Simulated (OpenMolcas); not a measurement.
# Exact exchange and the HOMO–LUMO gap of SnNH4Cl

SnNH4Cl: 7 atoms, total charge 0, spin state singlet. As SMILES, `[NH2][SnH2][Cl]`. The shape is that of a PBE0-D4/def2-TZVP optimisation. This is one conformer, not always the lowest.

The HOMO–LUMO gap y, in eV, basis def2-SVP with a core potential; a is the functional's share of exact exchange. Programs: OpenMolcas 26.06.

| functional | program | a | y (eV) |
| --- | --- | --- | --- |
| BLYP | OpenMolcas | 0 | 4.76 |
| revPBE | OpenMolcas | 0 | 4.89 |
| B3LYP | OpenMolcas | 0.2 | 6.72 |
| PBE0 | OpenMolcas | 0.25 | ? |
| BHLYP | OpenMolcas | 0.5 | 9.62 |

Question: Fit y = c + s·a to the known rows and predict PBE0.

Answer: 
1. Means of the 4 rows: a = 0.1750, y = 6.497.
2. Σ(Δa)² = 0.1675, Σ(Δa·Δy) = 1.6057, so the slope is 1.6057/0.1675 = 9.5863.
3. Intercept: 6.497 − (9.5863) × 0.1750 = 4.819. The largest residual of the fit is 0.071.
4. PBE0: 4.819 + (9.5863) × 0.25 = 7.22 eV.

The run gave 7.30 eV, so the prediction is off by -0.08 eV, about the largest residual. Exact exchange lowers occupied levels and raises empty ones. The rows mix families of semi-local functionals, which the line can't see.
